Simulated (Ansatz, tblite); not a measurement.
Forces on the cluster MgSi3 at its r2SCAN-D4/def2-TZVP geometry. The state is a singlet with charge 0.

The xTB rows come from tblite. The restricted singlet is unstable towards broken spin symmetry in Hartree–Fock (as tested in another run); at PBE-D4/def2-TZVP this wasn't settled. Another isomer (singlet) lies 1.36 eV lower at PBE0-D4/def2-TZVP; other spin states weren't run for this one.

GFN1-xTB (tblite), largest force 0.65 eV/Å:

```xyz
4
positions Å, forces eV/Å
Mg   -0.103   -0.971    1.085   -0.071   -0.256    0.351
Si    1.617    1.125    0.823    0.174   -0.112    0.009
Si   -0.049    0.735   -0.635   -0.162    0.554   -0.291
Si   -1.465   -0.889   -1.274    0.059   -0.187   -0.069
```

GFN2-xTB (tblite), largest force 0.67 eV/Å:

```
Mg 0.004 -0.483 0.458
Si -0.261 0.187 -0.276
Si 0.173 -0.115 -0.140
Si 0.084 0.411 -0.041
```

PBE-D4/def2-TZVP (Ansatz), largest force 0.27 eV/Å:

```
Mg -0.014 -0.109 0.125
Si 0.215 0.079 0.139
Si -0.033 0.201 -0.143
Si -0.168 -0.171 -0.121
```
